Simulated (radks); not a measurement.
The numbers below are computed, except where a source is named.
Ionisation of the tantalum ion Ta+, [Xe] 4f14 5d3 6s1, to [Xe] 4f14 5d3 as the strength of local exchange is varied. Code: a radial shooting solver on a logarithmic mesh with Libxc functionals. Model: Dirac Kohn-Sham, Slater X-alpha exchange (alpha = 2/3 is LDA exchange), no correlation, spin-unpolarised, spherical densities, finite nucleus; open shells fill j = l - 1/2 first; Fermi nuclear charge, rms radius 5.3507 fm.

alpha  E(Ta+) (hartree)  exchange (hartree)  IE (eV)  -e of the level emptied (eV)  <r> of it (bohr)
0.554       -15555.9581           -248.6292   13.429                10.082 (6s1/2)             3.176
0.639       -15594.1561           -287.5419   13.985                10.614 (6s1/2)             3.124
0.667       -15606.7613           -300.4046   14.170                10.792 (6s1/2)             3.107
0.699       -15621.1807           -315.1316   14.384                10.999 (6s1/2)             3.087
0.772       -15654.1289           -348.8346   14.879                11.479 (6s1/2)             3.043
x           -15618.4759           -312.3681   14.344                10.960 (6s1/2)             3.091

Which alpha was used in the last row?

Answer. alpha = 0.693. NIST Atomic Spectra Database: 16.2 +/- 0.5 eV (semi-empirical). The central value is not met in this range of alpha. Spin polarisation and multiplet splitting are left out, so open shells lie too high by an amount that depends on their filling.

Beside tabulated values, note that spin-unpolarised runs miss the spin-polarisation part of the exchange energy of open shells.
